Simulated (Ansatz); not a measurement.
Si(vinyl)3(NiPr2) (C12H23NSi). Total charge 0; singlet. Geometry r2SCAN-D4/def2-SVP; atoms count from 1.

```xyz
37

Si   -0.942   -0.242   -0.397
C    -1.335    0.865   -1.864
C    -1.819    0.396   -3.026
H    -1.219    1.956   -1.776
H    -1.983   -0.677   -3.190
H    -2.081    1.060   -3.860
C    -1.103   -2.036   -0.930
C    -2.170   -2.807   -0.666
H    -0.284   -2.476   -1.520
H    -3.020   -2.426   -0.085
H    -2.247   -3.846   -1.013
C    -2.228    0.089    0.937
C    -3.319    0.855    0.776
H    -2.069   -0.362    1.930
H    -3.547    1.332   -0.186
H    -4.037    1.038    1.586
N     0.692   -0.016    0.192
C     1.239   -1.061    1.072
C     2.581   -1.596    0.563
C     1.323   -0.631    2.542
C     1.454    1.239    0.118
C     1.975    1.515   -1.295
C     0.683    2.432    0.693
H     0.523   -1.904    1.026
H     3.360   -0.815    0.578
H     2.937   -2.428    1.193
H     2.485   -1.958   -0.472
H     2.041    0.193    2.684
H     0.341   -0.290    2.906
H     1.655   -1.469    3.176
H     2.343    1.104    0.760
H     1.146    1.666   -2.004
H     2.570    0.663   -1.657
H     2.609    2.418   -1.314
H     1.303    3.344    0.687
H    -0.227    2.647    0.109
H     0.370    2.230    1.728
```

Single mean-field runs in def2-TZVP are fitted with def2-universal-jkfit.

Estimate the Mulliken populations of the heavy atoms from the PBE0/def2-TZVP orbitals of Ansatz.


```tsv
atom	charge (e)
Si1	0.43
C2	-0.30
C3	-0.23
C7	-0.32
C8	-0.21
C12	-0.27
C13	-0.23
N17	-0.09
C18	-0.07
C19	-0.34
C20	-0.36
C21	-0.07
C22	-0.34
C23	-0.34
```
Mulliken values depend strongly on the basis.

And the Mayer bond orders between heavy atoms (over 0.3)?

Si1–C2 0.96 (1.88 Å); Si1–C7 0.97 (1.88 Å); Si1–C12 0.92 (1.88 Å); Si1–N17 1.21 (1.75 Å); C2–C3 1.95 (1.34 Å); C7–C8 1.94 (1.34 Å); C12–C13 1.94 (1.34 Å); N17–C18 0.93 (1.47 Å); N17–C21 0.88 (1.47 Å); C18–C19 1.00 (1.53 Å); C18–C20 1.00 (1.53 Å); C21–C22 1.00 (1.53 Å); C21–C23 1.01 (1.53 Å).
